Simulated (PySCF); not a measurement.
# What a mistake does to a calculation on AlBH3O2 anion

These are calculations, not measurements. They come from PySCF 2.14.0, an open-source quantum chemistry program, on an isolated molecule that a program drew, which may never have been made. The molecule is AlBH3O2 anion (charge -1, singlet), drawn as the SMILES string `[O-][AlH][BH]O`.

Each row is a Hartree-Fock (HF) and frozen-core CCSD(T) single point in the aug-cc-pV(D+d)Z basis, meant for a local HF minimum. Run 1 is clean. Each other run has one planted mistake out of seven kinds, and not every kind appears here: one electron removed, one electron added, multiplicity raised by two, geometry at a saddle point, minimal basis STO-3G, one bond length entered in bohr, all coordinates scaled. The reference is restricted for singlets and unrestricted otherwise, and also for a bond in bohr. Adding or removing an electron swaps singlet and doublet. Electrons count all cores. HOMO and LUMO are orbital energies over both spins, the gradient is its largest component, and the lowest frequency (negative if imaginary) is given only where the gradient is small. Bond lengths are over the 6 bonds as drawn. T1 is the CCSD diagnostic: over 0.02 (restricted) or 0.045 (unrestricted) a single reference is doubtful.

Geometry of the clean run:
```xyz
7
AlBH3O2 anion, angstrom
O    -0.0644   -1.1120    3.1121
Al   -0.2045   -0.4788    1.6225
B    -1.3323   -1.4429   -0.0022
O    -2.5152   -0.9251   -0.5115
H     0.4888    0.9204    1.1084
H    -1.0128   -2.5012   -0.5463
H    -2.8955   -1.4696   -1.1792
```

| run | electrons | basis functions | <S^2> | HOMO (eV) | LUMO (eV) | gradient (hartree/bohr) | lowest frequency (cm^-1) | mean bond (Å) | longest bond (Å) | T1 | HF (hartree) | CCSD(T) (hartree) | mistake |
|---|---|---|---|---|---|---|---|---|---|---|---|---|---|
| 1 | 38 | 128 | 0.000 | -4.03 | 3.09 | 8.7e-06 | 44 | 1.5051 | 2.200 | 0.0234 | -418.14308 | -418.76711 | no fault |
| 2 | 38 | 128 | 0.437 | -3.83 | 3.20 | 2.6e-02 | - | 1.6879 | 2.328 | 0.0563 | -418.04616 | -418.67815 | one bond length entered in bohr |
| 3 | 37 | 128 | 0.760 | -10.06 | 0.66 | 8.9e-02 | - | 1.5051 | 2.200 | 0.0316 | -418.11014 | -418.66474 | one electron removed |
| 4 | 38 | 128 | 2.011 | 0.56 | 2.98 | 9.9e-02 | - | 1.5051 | 2.200 | 0.0747 | -418.08642 | -418.66178 | multiplicity raised by two |
| 5 | 38 | 128 | 0.000 | -3.83 | 3.09 | 8.4e-02 | - | 1.4239 | 2.081 | 0.0214 | -418.12082 | -418.73428 | ? |
| 6 | 38 | 27 | 0.000 | 2.89 | 14.34 | 5.2e-02 | - | 1.5051 | 2.200 | 0.0339 | -412.58533 | -412.80159 | ? |

**Which mistake was planted in run 5, and what did it cost?**

The mean and the longest bond both change by the same factor, 0.946, and the gradient is no longer small. So the mistake is: all coordinates scaled. Subtracting run 1 and multiplying by 627.51 kcal/mol a hartree, the energy moved by 14.0 kcal/mol in HF and 20.6 kcal/mol in CCSD(T).

**Which mistake was planted in run 6, and what did it cost?**

It has 27 basis functions where the clean run has 128, with the same electrons and geometry. So the mistake is: minimal basis STO-3G. Subtracting run 1 and multiplying by 627.51 kcal/mol a hartree, the energy moved by 3487.5 kcal/mol in HF and 3743.4 kcal/mol in CCSD(T).

Cautions from the logs. Run 1: T1 is over the limit, so its CCSD(T) energy is less reliable; run 2: T1 is over the limit, so its CCSD(T) energy is less reliable; run 4: T1 is over the limit, so its CCSD(T) energy is less reliable and the HOMO is above zero, so the electron isn't bound and the energy depends on the basis; run 5: T1 is over the limit, so its CCSD(T) energy is less reliable; run 6: T1 is over the limit, so its CCSD(T) energy is less reliable and the HOMO is above zero, so the electron isn't bound and the energy depends on the basis.
